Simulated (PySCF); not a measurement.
PySCF input for Si(Me)(Cl)3 (CH₃Cl₃Si), SMILES C[Si](Cl)(Cl)Cl, PBE-D3(BJ)/def2-SVP. Geometry: PBE-D3(BJ)/def2-SVP. The isomer is the one that the SMILES or the coordinates give; other isomers of the formula were not compared.

```python
import numpy as np
from pyscf import gto, scf, dft, df
from pyscf.hessian import thermo

mol = gto.M(
    atom='''
    C     0.00000001   -0.00000000    2.11743783
    Si    0.00000000   -0.00000000    0.25782330
    Cl    1.67840394    0.96902697   -0.46670034
    Cl   -0.00000000   -1.93805393   -0.46670034
    Cl   -1.67840395    0.96902697   -0.46670033
    H     0.00000000    1.04131689    2.49585471
    H    -0.90180687   -0.52065845    2.49585471
    H     0.90180689   -0.52065845    2.49585471
    ''',
    basis='def2-SVP',
    charge=0,
    spin=0,
    max_memory=1600,
    verbose=3,
)
mf = dft.RKS(mol, xc='pbe').density_fit(auxbasis='def2-universal-jkfit')
mf.disp = 'd3bj'
mf.grids.level = 3
mf.conv_tol = 1e-11
mf.max_cycle = 100
mf.kernel()

# [left out here: the lines that compute and print the analytic Hessian (its translational invariance restored by hand, since the grid's response is missing), thermochemistry and intensities]
```

Program output:

```
converged SCF energy = -1708.85636364252

WARN: DFTD3 does not support analytical Hessian, using finite difference


WARN: Mole.unit (angstrom) is changed to Bohr

Mode                                 0                   1                   2
Irrep
Freq [cm^-1]                      146.7734            146.7951            158.0247
Reduced mass [au]                   7.6098              7.6103              1.0160
Force const [Dyne/A]                0.0966              0.0966              0.0149
Char temp [K]                     211.1742            211.2055            227.3624
Normal mode                   x     y     z       x     y     z       x     y     z
       0   C                 0.13  0.00  0.00    0.00 -0.13  0.00   -0.00  0.00 -0.00
       1  Si                 0.02  0.00  0.00    0.00 -0.02  0.00   -0.00  0.00 -0.00
       2  Cl                 0.01  0.06  0.05   -0.06  0.06 -0.03   -0.00  0.01 -0.00
       3  Cl                -0.09  0.00 -0.00   -0.00 -0.04  0.06    0.01  0.00 -0.00
       4  Cl                 0.01 -0.06 -0.05    0.06  0.06 -0.03   -0.00 -0.01  0.00
       5   H                 0.17  0.00 -0.00    0.00 -0.16  0.10    0.57  0.00 -0.00
       6   H                 0.16  0.00  0.09    0.01 -0.17 -0.05   -0.29  0.50 -0.00
       7   H                 0.16  0.00 -0.08    0.00 -0.17 -0.05   -0.29 -0.50  0.00
Mode                                 3                   4                   5
Irrep
Freq [cm^-1]                      206.2145            206.2185            220.1298
Reduced mass [au]                   4.5771              4.5776             14.7362
Force const [Dyne/A]                0.1147              0.1147              0.4207
Char temp [K]                     296.6967            296.7025            316.7178
Normal mode                   x     y     z       x     y     z       x     y     z
       0   C                -0.00  0.13 -0.00    0.13  0.00 -0.00    0.00  0.00  0.10
       1  Si                 0.00 -0.07 -0.00   -0.07 -0.00 -0.00   -0.00 -0.00  0.09
       2  Cl                -0.05  0.03  0.02   -0.03 -0.05  0.04   -0.05 -0.03 -0.04
       3  Cl                -0.00 -0.06 -0.05    0.06 -0.00 -0.00    0.00  0.06 -0.04
       4  Cl                 0.05  0.03  0.02   -0.03  0.05 -0.04    0.05 -0.03 -0.04
       5   H                -0.00  0.20 -0.20    0.21  0.00 -0.00    0.00  0.00  0.10
       6   H                -0.01  0.21  0.10    0.20 -0.00  0.17   -0.00 -0.00  0.10
       7   H                 0.00  0.21  0.10    0.20  0.01 -0.17    0.00 -0.00  0.10
Mode                                 6                   7                   8
Irrep
Freq [cm^-1]                      435.2996            574.7678            574.7700
Reduced mass [au]                  12.9239              9.1735              9.1737
Force const [Dyne/A]                1.4429              1.7855              1.7856
Char temp [K]                     626.2992            826.9629            826.9661
Normal mode                   x     y     z       x     y     z       x     y     z
       0   C                 0.00 -0.00 -0.12    0.04  0.00 -0.00    0.00 -0.04 -0.00
       1  Si                -0.00  0.00 -0.06    0.14  0.00 -0.00    0.00 -0.14  0.00
       2  Cl                -0.06 -0.04  0.03   -0.06 -0.03  0.03    0.03  0.02 -0.02
       3  Cl                 0.00  0.07  0.03   -0.00 -0.00 -0.00   -0.00  0.08  0.03
       4  Cl                 0.06 -0.04  0.03   -0.06  0.03 -0.03   -0.03  0.02 -0.02
       5   H                 0.00 -0.00 -0.12   -0.07 -0.00  0.00   -0.00  0.04 -0.21
       6   H                 0.00  0.00 -0.12   -0.05  0.01 -0.19   -0.01  0.06  0.11
       7   H                -0.00  0.00 -0.12   -0.05 -0.01  0.18    0.01  0.06  0.11
Mode                                 9                  10                  11
Irrep
Freq [cm^-1]                      740.0923            788.7603            788.7724
Reduced mass [au]                   4.8635              1.4328              1.4328
Force const [Dyne/A]                1.5695              0.5252              0.5252
Char temp [K]                    1064.8281           1134.8504           1134.8679
Normal mode                   x     y     z       x     y     z       x     y     z
       0   C                -0.00 -0.00 -0.18   -0.00 -0.13  0.00    0.13 -0.00  0.00
       1  Si                 0.00  0.00  0.13    0.00  0.06 -0.00   -0.06  0.00 -0.00
       2  Cl                 0.01  0.01 -0.01   -0.00 -0.01 -0.00    0.01  0.00  0.00
       3  Cl                -0.00 -0.01 -0.01   -0.00 -0.01  0.00    0.00 -0.00  0.00
       4  Cl                -0.01  0.01 -0.01    0.00 -0.00 -0.00    0.01 -0.00 -0.00
       5   H                -0.00  0.01 -0.23    0.00  0.11 -0.62   -0.24  0.00 -0.01
       6   H                -0.01 -0.01 -0.23   -0.05  0.20  0.32   -0.14  0.06 -0.53
       7   H                 0.01 -0.01 -0.23    0.06  0.21  0.30   -0.14 -0.05  0.54
Mode                                12                  13                  14
Irrep
Freq [cm^-1]                     1221.2977           1371.6825           1371.6841
Reduced mass [au]                   1.2690              1.0470              1.0470
Force const [Dyne/A]                1.1152              1.1607              1.1607
Char temp [K]                    1757.1755           1973.5458           1973.5481
Normal mode                   x     y     z       x     y     z       x     y     z
       0   C                 0.00  0.00  0.14   -0.01 -0.06  0.00    0.06 -0.01  0.00
       1  Si                -0.00  0.00 -0.01   -0.00 -0.01 -0.00    0.01 -0.00 -0.00
       2  Cl                -0.00 -0.00  0.00   -0.00  0.00  0.00   -0.00  0.00 -0.00
       3  Cl                 0.00  0.00  0.00    0.00 -0.00 -0.00   -0.00 -0.00 -0.00
       4  Cl                 0.00 -0.00  0.00    0.00  0.00  0.00   -0.00 -0.00  0.00
       5   H                 0.00  0.21 -0.46    0.07 -0.16  0.32   -0.70 -0.02  0.03
       6   H                -0.18 -0.10 -0.46   -0.37  0.45 -0.19   -0.09  0.43  0.26
       7   H                 0.18 -0.10 -0.46    0.38  0.53 -0.13   -0.02 -0.32 -0.30
Mode                                15                  16                  17
Irrep
Freq [cm^-1]                     2985.7689           3096.4544           3096.4572
Reduced mass [au]                   1.0341              1.1035              1.1035
Force const [Dyne/A]                5.4316              6.2336              6.2336
Char temp [K]                    4295.8567           4455.1085           4455.1125
Normal mode                   x     y     z       x     y     z       x     y     z
       0   C                -0.00  0.00  0.05   -0.01 -0.09  0.00    0.09 -0.01  0.00
       1  Si                -0.00  0.00 -0.00   -0.00 -0.00  0.00    0.00 -0.00  0.00
       2  Cl                -0.00 -0.00  0.00    0.00  0.00 -0.00   -0.00 -0.00  0.00
       3  Cl                -0.00  0.00  0.00    0.00  0.00  0.00   -0.00  0.00  0.00
       4  Cl                 0.00 -0.00  0.00   -0.00  0.00 -0.00   -0.00  0.00 -0.00
       5   H                -0.00 -0.54 -0.18   -0.00  0.72  0.27    0.01  0.06  0.02
       6   H                 0.46  0.27 -0.18    0.36  0.19 -0.15   -0.51 -0.31  0.22
       7   H                -0.46  0.27 -0.18   -0.28  0.15 -0.12   -0.56  0.33 -0.24
temperature 298.1500 [K]
pressure 101325.00 [Pa]
Rotational constants [GHz] 1.69309 1.69309 1.25487
Symmetry number 3
Zero-point energy (ZPE) 0.04130 [Eh]   108441.262 [J/mol]
                           tot       elec      trans        rot        vib
Entropy [J/mol/K]       352.845      0.000    171.193    111.706     69.946
Cv [J/mol/K]             97.166      0.000     12.472     12.472     72.222
Cp [J/mol/K]            105.480      0.000     20.786     12.472     72.222
Internal energy [J/mol]                      3718.434   3718.434 120197.582
Internal energy [Eh]   -1708.80775  -1708.85636
Enthalpy [J/mol]                             6197.391   3718.434 120197.582
Enthalpy [Eh]          -1708.80681
Gibbs free energy [J/mol]                  -44843.733 -29586.702  99343.085
Gibbs free energy [Eh] -1708.84687
mode   freq/cm-1   IR/(km/mol)
   1      146.77         0.559
   2      146.80         0.560
   3      158.02         0.000
   4      206.21         2.444
   5      206.22         2.443
   6      220.13        10.960
   7      435.30        19.135
   8      574.77       119.526
   9      574.77       119.525
  10      740.09        77.601
  11      788.76        86.473
  12      788.77        86.484
  13     1221.30        21.637
  14     1371.68         4.006
  15     1371.68         4.006
  16     2985.77         0.166
  17     3096.45         0.001
  18     3096.46         0.001
max |gradient| / (hartree/bohr): 2.4971062405298297e-05
APT charges: [-0.4134  1.868  -0.5276 -0.5276 -0.5276  0.0427  0.0427  0.0427]
```

The run converged.

Cost: about 100 core-seconds (a rough figure).
